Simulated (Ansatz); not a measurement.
```xyz
11

C    -1.676    2.205   -1.036
C    -0.906    1.306   -0.820
Ge    0.303   -0.100   -0.486
Cl    1.417   -0.465   -2.276
C     1.515    0.374    0.876
C     2.292    0.679    1.743
C    -0.622   -1.678   -0.034
C    -1.212   -2.688    0.249
H    -2.359    3.001   -1.227
H     2.981    0.949    2.510
H    -1.734   -3.583    0.500
```

Total charge 0; spin multiplicity 1.

(1) List the CAM-B3LYP/def2-TZVPP orbital energies in eV (the Gaussian-basis code of Ansatz). (An estimate is asked.)

Answers

(1) Computed: Occupied: -10853.98, -2764.30, -1358.11, -1209.09, -1209.06, -1209.06, -279.47, -279.47, -279.47, -279.17, -279.17, -279.17, -259.07, -198.14, -197.97, -197.97, -172.98, -123.33, -123.25, -123.25, -36.91, -36.87, -36.87, -36.78, -36.78, -24.71, -23.20, -22.96, -22.96, -19.25, -17.17, -17.17, -16.49, -13.98, -13.98, -12.83, -10.72, -10.72, -10.27, -10.27, -10.20, -9.92, -9.92, -9.88. Lowest empty: -0.26, 0.67, 0.67, 1.73, 1.73, 2.07, 2.53, 2.87.
